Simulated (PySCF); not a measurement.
C3H4O2Si, SMILES O=C1[SiH2]C(=O)C1.

The structure is a stationary point at PBE-D3(BJ)/def2-SVP. This is a generated structure with no PubChem entry under its InChIKey; it may be hypothetical.

All values below come from PBE-D3(BJ)/def2-SVP run with PySCF.

Frequencies are harmonic and unscaled.

Computed harmonic wavenumbers and intensities:
```tsv
mode	ν (cm⁻¹)	IR (km/mol)	moving atoms (share of kinetic energy)
1	52	11.5	O 43 %, H 28 %, C 26 %
2	182	11.8	H 82 %
3	305	2.5	O 61 %, Si 30 %
4	312	0.0	H 48 %, C 38 %, O 14 %
5	338	0.2	O 34 %, Si 32 %, H 20 %, C 13 %
6	355	0.5	H 55 %, C 31 %, O 12 %
7	507	0.7	C 52 %, O 30 %, Si 15 %
8	561	0.0	H 69 %, C 28 %
9	570	5.3	C 38 %, O 37 %, Si 20 %
10	590	28.1	H 42 %, C 40 %, O 16 %
11	660	69.1	H 58 %, Si 20 %, C 11 %, O 11 %
12	796	6.6	C 70 %, H 23 %
13	851	7.0	C 82 %, H 15 %
14	861	86.4	H 93 %
15	963	0.0	H 81 %, C 18 %
16	1030	97.6	C 91 %
17	1126	3.1	H 55 %, C 41 %
18	1273	26.1	H 93 %
19	1782	381.9	C 59 %, O 41 %
20	1835	64.4	C 63 %, O 36 %
21	2140	46.2	H 97 %
22	2165	72.8	H 95 %
23	2959	3.6	H 95 %
24	3017	0.6	H 91 %, C 9 %
```
